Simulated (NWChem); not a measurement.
System meant: CrH$_{2}$SO$_{3}$; SMILES [O]=[Cr](=[O])([OH])[SH]

NWChem input:

```
start job
memory heap 200 mb stack 900 mb global 1100 mb
geometry units angstroms noautoz
  Cr     0.048185     0.364891     0.104002
  O      0.939552     0.668450     1.351710
  O      0.681134     0.875015    -1.230127
  O     -1.536213     1.061352     0.371106
  H     -2.013802     1.275931    -0.457608
  S     -0.081081    -1.829307    -0.171184
  H     -0.204490    -2.051325     1.171084
end
basis spherical
  Cr library def2-svp
  O library def2-svp
  H library def2-svp
  S library def2-svp
end
dft
  xc pbe0
  iterations 4
  mulliken
end
task dft energy
```

End of the output:

```
    Atom       Charge   Shell Charges
 -----------   ------   -------------------------------------------------------
    1 Cr  24    23.99   2.00  2.00  1.90  0.29  0.09  5.99  5.84  1.07  2.98  1.80  0.04
    2 O    8     8.31   1.98  1.00  0.69  2.79  1.84  0.02
    3 O    8     7.87   1.98  0.98  0.70  2.45  1.75  0.02
    4 O    8     8.15   1.97  0.90  0.61  2.68  1.97  0.01
    5 H    1     0.89   0.55  0.16  0.18
    6 S   16    15.80   2.00  1.95  0.98  0.67  5.81  1.85  2.49  0.05
    7 H    1     0.98   0.60  0.30  0.08

 center of mass
 --------------
 x =   0.03591193 y =   0.02976055 z =  -0.00791754

 moments of inertia (a.u.)
 ------------------
         769.363402807240           0.000000000000           0.000000000000
           0.000000000000         429.549426880258           0.000000000000
           0.000000000000           0.000000000000         794.494711883337

     Multipole analysis of the density
     ---------------------------------

     L   x y z        total         alpha         beta         nuclear
     -   - - -        -----         -----         ----         -------
     0   0 0 0     -0.000000    -33.000000    -33.000000     66.000000

     1   1 0 0     -0.779192     -0.389596     -0.389596     -0.000000
     1   0 1 0     -0.587541     -0.293770     -0.293770     -0.000000
     1   0 0 1     -1.192586     -0.596293     -0.596293      0.000000

     2   2 0 0    -34.386935    -77.376554    -77.376554    120.366172
     2   1 1 0     -1.118106      1.142972      1.142972     -3.404051
     2   1 0 1      0.228654     -0.830978     -0.830978      1.890609
     2   0 2 0    -33.089407   -162.561019   -162.561019    292.032631
     2   0 1 1     -4.936099      0.640303      0.640303     -6.216705
     2   0 0 2    -33.470462    -69.418233    -69.418233    105.366005

 ------------------------------------------------------------------------
 dft energy failed                                                                                  0
 ------------------------------------------------------------------------
 ------------------------------------------------------------------------
  current input line :
    23: task dft energy
 ------------------------------------------------------------------------
 ------------------------------------------------------------------------
 This type of error is most commonly associated with calculations not reaching convergence criteria
 ------------------------------------------------------------------------
 For more information see the NWChem manual at https://nwchemgit.github.io

0:dft energy failed:Received an Error in Communication
```

**Question.** What is wrong, and how is it mended?

**Answer.** Convergence was not reached. Cause: the SCF was allowed too few iterations. This input runs:
```
start job
memory heap 200 mb stack 900 mb global 1100 mb
geometry units angstroms noautoz
  Cr     0.048185     0.364891     0.104002
  O      0.939552     0.668450     1.351710
  O      0.681134     0.875015    -1.230127
  O     -1.536213     1.061352     0.371106
  H     -2.013802     1.275931    -0.457608
  S     -0.081081    -1.829307    -0.171184
  H     -0.204490    -2.051325     1.171084
end
basis spherical
  * library def2-svp
end
dft
  xc pbe0
  iterations 150
  mulliken
end
task dft energy
```
It converges to -1668.54010 Ha (PBE0/def2-SVP).
